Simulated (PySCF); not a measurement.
O+ (oxygen, charge +1): UHF calculation

Configuration: [He] 2s2 2p2 3d1, one real determinant (an excited configuration). Calculation: PySCF 2.14, in aug-cc-pVQZ; no relativity, point nucleus.

```json
{
 "Total energy": "-73.262192 hartree",
 "One-electron energy": "-94.8020 hartree",
 "Hartree (Coulomb) energy": "29.0347 hartree",
 "Exchange energy": "-7.4949 hartree",
 "Kinetic energy": "73.59310 hartree",
 "⟨S²⟩": "3.7538",
 "⟨L²⟩": "8.000",
 "Sum of ⟨r⟩": "7.618 bohr",
 "Sum of ⟨r²⟩": "15.98 bohr²",
 "Traceless quadrupole moment −½Σ⟨3z² − r²⟩ along its main axis": "-2.24 e·bohr²",
 "Density at the nucleus (Gaussians lack the cusp)": "310 bohr⁻³",
 "Spin density at the nucleus": "-0.0919 bohr⁻³",
 "Langevin diamagnetic susceptibility": "-12.7 ×10⁻⁶ cm³/mol"
}
```

| shell | electrons | mean orbital energy (eV) | rms radius, mean of both spins (bohr) |
| --- | --- | --- | --- |
| 1s α | 1 | -598.04 | 0.230 |
| 1s β | 1 | -595.23 | 0.230 |
| 2s α | 1 | -63.551 | 1.13 |
| 2s β | 1 | -53.054 | 1.13 |
| 2p α | 2 | -46.635 | 1.10 |
| 3d α | 1 | -4.288 | 3.30 |

⟨L²⟩ = 8.00 against 12 for a pure F term, so this real determinant mixes terms. The outer electron is Rydberg-like, and this basis confines it to a smaller radius and binds it less than a complete one would.

Spin-orbit constants ζ (cm⁻¹) from the X2C one-electron operator on these orbitals (non-relativistic here): bare nucleus, nucleus screened by l(l+1)(2l+1)/3 electrons, and screened by the Breit-Pauli mean field of the electrons.

```tsv
shell	bare	screened nucleus	mean field
2p	329.6	247.2	215.4
3d	3.361	0.8402	0.6633
```

To first order the Landé constant is A = 24.08 cm⁻¹, so the lowest level has J = 3/2 and lies 0.0179 eV below the centre of the term. This holds in LS coupling only.
